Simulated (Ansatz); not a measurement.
Cost and result for the atomization energy of `N[SiH]1[SiH2][Ga]1[Cl]` (10 atoms, 10 bonds).

```xyz
10

N     0.0418   -1.5912    1.5028
Si   -0.3723   -0.6065    0.1747
Si   -0.4058    1.6905   -0.0667
Ga    0.5064    0.3501   -1.8878
Cl    1.4501    0.5578   -3.8116
H     0.8521   -1.4140    2.0720
H    -0.3130   -2.5271    1.6114
H    -1.6021   -1.2054   -0.4225
H     1.0482    1.9870    0.2112
H    -1.2055    2.7590    0.6167
```

Charge 0, multiplicity 1. Correlated methods include outer-core shells of Ga, which these sets cover unevenly. Scalar relativity is left out up to krypton. Geometry: relaxed with PBE0-D4/def2-TZVP. It is one conformer, not always the lowest. Program: Ansatz. All runs use 4 threads of an Arm Neoverse V1 on a shared host. Times are those of one run each, without the atoms' runs, and a repeat can differ threefold. Electronic energies, without spin–orbit coupling; frozen cores. CCSD(T)/CBS adds CCSD(T) − MP2 in def2-TZVPP to the MP2 limit, and its time is that of the two runs behind it. T1 = 0.015. With those shells the extrapolation isn't a true limit. B3LYP takes the VWN-RPA correlation (the form of Gaussian; ORCA's B3LYP/G).

CCSD(T)/CBS is a level of theory with its own doubt, some kJ/mol a heavy atom from the limit and from the frozen cores, so smaller differences don't rank the functionals.

```
                            level  functions  wall time
             revPBE-D4/def2-TZVPP        275      3.1 s
               BLYP-D4/def2-TZVPP        275      3.5 s
              BHLYP-D4/def2-TZVPP        275      6.5 s
B3LYP-D4/def2-TZVPP (with forces)        275        9 s
            r2SCANh-D4/def2-TZVPP        275       10 s
                B2PLYP/def2-TZVPP        275       10 s
                 CCSD(T)/def2-SVP        125       11 s
                B97M-V/def2-TZVPP        275       13 s
               ωB97X-V/def2-TZVPP        275       13 s
 ωB97M-V/def2-TZVPP (with forces)        275       22 s
                   MP2/def2-QZVPP        506       40 s
               CCSD(T)/def2-TZVPP        275    5.3 min
                CCSD(T)/CBS(def2)          –      6 min
```

What atomization energy does each give, and how far from CCSD(T)/CBS? (Best estimate.)

The calculation gave: 
| level | atomization (kcal/mol) | difference from CCSD(T)/CBS | per bond |
| --- | --- | --- | --- |
| revPBE-D4/def2-TZVPP | 690.4 | -9.3 | -0.9 |
| BLYP-D4/def2-TZVPP | 690.4 | -9.3 | -0.9 |
| BHLYP-D4/def2-TZVPP | 676.7 | -23.0 | -2.3 |
| B3LYP-D4/def2-TZVPP (with forces) | 693.4 | -6.3 | -0.6 |
| r2SCANh-D4/def2-TZVPP | 698.2 | -1.5 | -0.2 |
| B2PLYP/def2-TZVPP | 684.3 | -15.4 | -1.5 |
| CCSD(T)/def2-SVP | 634.8 | -64.9 | -6.5 |
| B97M-V/def2-TZVPP | 709.3 | 9.6 | 1.0 |
| ωB97X-V/def2-TZVPP | 703.2 | 3.5 | 0.3 |
| ωB97M-V/def2-TZVPP (with forces) | 697.2 | -2.5 | -0.3 |
| MP2/def2-QZVPP | 697.2 | -2.5 | -0.3 |
| CCSD(T)/def2-TZVPP | 676.8 | -22.9 | -2.3 |
| CCSD(T)/CBS(def2) | 699.7 | 0.0 | 0.0 |

Leaving LDA and LC-ωPBE aside and taking each functional with its dispersion term where it has one, the values spread over 32.6 kcal/mol, from BHLYP-D4 to B97M-V. LDA lies +99.5 kcal/mol from PBE without D4, its usual overbinding. From r2SCAN to r2SCAN0 (25 % exact exchange), in def2-TZVPP and without D4, the atomization energy moves by −12.2 kcal/mol: exact exchange takes away binding that semilocal exchange gives to molecules. At CCSD(T), def2-SVP lies −64.9 kcal/mol from the extrapolated value and def2-TZVPP −22.9 kcal/mol: correlation converges slowly with the basis, and small sets miss more of it in the bonded molecule than in its fragments.
